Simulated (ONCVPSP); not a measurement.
What the settings do to the ONCV potential of molybdenum

Base potential:

Mo (Z = 42), optimised norm-conserving Vanderbilt (ONCV), made with ONCVPSP 4.0.1 (PBE, scalar-relativistic). Core [Ar] 3d10, reference 4s2 4p6 4d4 5s2. Waves: 4s+5s: rc 1.75 bohr, ncon 3, nbas 8, qcut 6.4 1/bohr, 2 projectors; 4p: rc 1.40 bohr, ncon 4, nbas 8, qcut 5.1 1/bohr, 2 projectors, debl 3.4 Ha; 4d: rc 1.90 bohr, ncon 3, nbas 7, qcut 9.1 1/bohr, 2 projectors, debl 1.1 Ha; f scattering state at 0.27 Ha: rc 1.40 bohr, ncon 4, nbas 8, qcut 8.9 1/bohr, 3 projectors, debl 0.5 Ha. Local part: polynomial inside 1.05 bohr (lpopt 3, dvloc0 4 Ha). Core correction: Teter function, parameters optimised by the program.

All-electron outer shells of the reference configuration (PBE, scalar-relativistic, ld1.x):

```tsv
shell	level (eV)	outermost node (bohr)	outermost maximum (bohr)
3d	-223.96	–	0.32
4s	-67.10	0.51	0.99
4p	-41.09	0.52	1.06
4d	-5.65	0.53	1.35
5s	-4.88	1.33	2.86
```

Cutoffs, loose and tight: the cutoffs (Ha) at which the residual kinetic energy of the hardest occupied pseudo-wave falls to 1 and 0.1 mHa per electron. They do not see the model core or the augmentation charge, which bear on the density cutoff. Test errors are all-electron minus pseudo excitation energies from the reference, over the configurations 4s2 4p6 4d5 5s1; 4s2 4p6 4d5 5s0; 4s2 4p6 4d4 5s0; 4s2 4p6 4d4 5s1 5p1. A dash means not determined; rows that change the core or the reference have their own tests.

```tsv
change	outcome	cutoff, loose	cutoff, tight	bound ghosts	GHOST(+) flags above zero	largest test error (meV)
base	generated	51 Ha	101 Ha	none	f	-11
d: rc 1.34	generated	51 Ha	101 Ha	none	f	-12
d: rc 1.5	generated	51 Ha	101 Ha	none	f	-11
d: rc 1.64	generated	51 Ha	101 Ha	none	f	-11
d: rc 1.82	generated	51 Ha	101 Ha	none	f	-11
d: rc 1.98	generated	51 Ha	101 Ha	none	f	-11
d: rc 2.16	generated	51 Ha	101 Ha	none	f	-9.1
d: rc 2.3	generated	51 Ha	101 Ha	none	f	-8.2
d: rc 2.48	generated	51 Ha	101 Ha	none	f	-8.3
d: rc 2.62	generated	51 Ha	101 Ha	none	f	-8.6
```

(1) What comes out with this change to the base: d: rc 2.8?

## Answers

(1) outcome: generated; cutoff, loose: 51 Ha; cutoff, tight: 101 Ha; bound ghosts: none; GHOST(+) flags above zero: f; largest test error (meV): +11.

Reading the sweep of the d radius (base included, trends over the rows without a ghost): The loose cutoff stays near 51 Ha. The median size of the test errors (rows with all tests solved) is not monotonic: lowest 1.0 meV at 2.62 bohr, highest 8.3 meV at 2.8 bohr.
